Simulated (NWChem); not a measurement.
System: Si2H3O2Cl; SMILES Cl[SiH]1O[SiH2]O1

```xyz
8

Cl    -0.3414     2.1426     0.0000
Si     0.6769     0.3715     0.0000
O      0.1542    -0.6978    -1.1932
Si    -0.3894    -1.7834     0.0000
O      0.1542    -0.6978     1.1932
H      2.1224     0.6661     0.0000
H      0.3467    -3.0726     0.0000
H     -1.8593    -1.9889     0.0000
```
Atoms are numbered in this order, from 1.

Coordinates come from a PBE0/def2-SVP optimisation.

Problem. Give the principal values of the shielding tensors (ppm) of Cl1, Si2, O3, Si4 from LDA (Slater exchange, VWN5)/pcSseg-1, GIAO (NWChem), with their diamagnetic and paramagnetic parts as GIAO splits them.

Solution. 
```tsv
atom	σ11	σ22	σ33	isotropic	diamagnetic	paramagnetic
Cl1	596.2	689.3	955.1	746.9	1148.6	-401.7
Si2	296.2	304.5	331.0	310.6	881.6	-571.0
O3	98.2	141.9	281.4	173.8	391.0	-217.2
Si4	248.8	294.6	338.5	294.0	881.0	-587.0
```
